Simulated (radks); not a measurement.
Results of a calculation; reference values are marked as such.
Task: Hf28+, configuration [Kr] 4d8. Level of theory: Dirac Kohn-Sham, exchange-only PBE, spin-unpolarised, spherical densities, finite nucleus; open shells fill j = l - 1/2 first; Fermi nuclear charge, rms radius 5.347 fm (a radial shooting solver on a logarithmic mesh with Libxc functionals).

Spin-orbit splittings of the eigenvalues, e(l+1/2) - e(l-1/2), with zeta = 2 splitting/(2l+1) and mean radii in bohr:

| shell | occ. | splitting (eV) | zeta (eV) | <r> j=l-1/2 | <r> j=l+1/2 |
|---|---|---|---|---|---|
| 2p | 6 | 1191 | 794.0 | 0.06614 | 0.07387 |
| 3p | 6 | 257.7 | 171.8 | 0.1972 | 0.2113 |
| 3d | 10 | ? | ? | 0.1852 | 0.1896 |
| 4p | 6 | 71.84 | 47.89 | 0.4383 | 0.4620 |
| 4d | 8 | 14.83 | 5.934 | 0.4583 | 0.4651 |

Estimate the 3d splitting.

Result: 56.15 eV (zeta = 22.46 eV).
